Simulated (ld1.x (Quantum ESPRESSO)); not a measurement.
Configuration tests for Ge (Z = 32) (ultrasoft)

* Element: Ge (Z = 32)
* Generator: ld1.x (Quantum ESPRESSO) 7.5
* Type: ultrasoft
* Functional: LDA (PZ)
* Relativity: fully relativistic
* Frozen core: [Ar] 3d10
* Valence charge: 4
* Reference configuration: 4s1.75 4p2.25
* Partial waves: 4s (bound): rcut 1.45, rcutus 1.55 bohr; 4s channel at -0.3 Ry: rcut 1.45, rcutus 1.55 bohr; 4p (bound): rcut 1.50, rcutus 1.70 bohr; 4p channel at 0.35 Ry: rcut 1.50, rcutus 1.70 bohr
* Local potential: all-electron potential smoothed inside 1.60 bohr (lloc = -1)
* Core correction: Bessel-smoothed model core inside 1.52 bohr
* Augmentation charge: PSQ, radius 1.30 bohr

Open shells are filled in proportion to 2j + 1 (rel_dist='average').

Energies are relative to the spin-unpolarised reference configuration 4s1.75 4p2.25; without spin polarisation the order of configurations can differ from experiment.

(1) Give the all-electron excitation energy and the error of the potential for: 4s2 4p2; 4s2 4p1; 4s2 4p0; 4s0 4p4; 4s1 4p2; 4s2 4p1.5; 4s2 4p2.3.

Answers

(1)

```csv
valence configuration,charge,ΔE all-electron (eV),error AE − PS (meV)
4s2 4p2,0,-1.983,-0.6
4s2 4p1,+1,5.656,-3.1
4s2 4p0,+2,21.375,-44
4s0 4p4,0,14.370,-31
4s1 4p2,+1,14.429,-24
4s2 4p1.5,+0.5,0.907,-0.1
4s2 4p2.3,-0.3,-2.911,-1.1
```
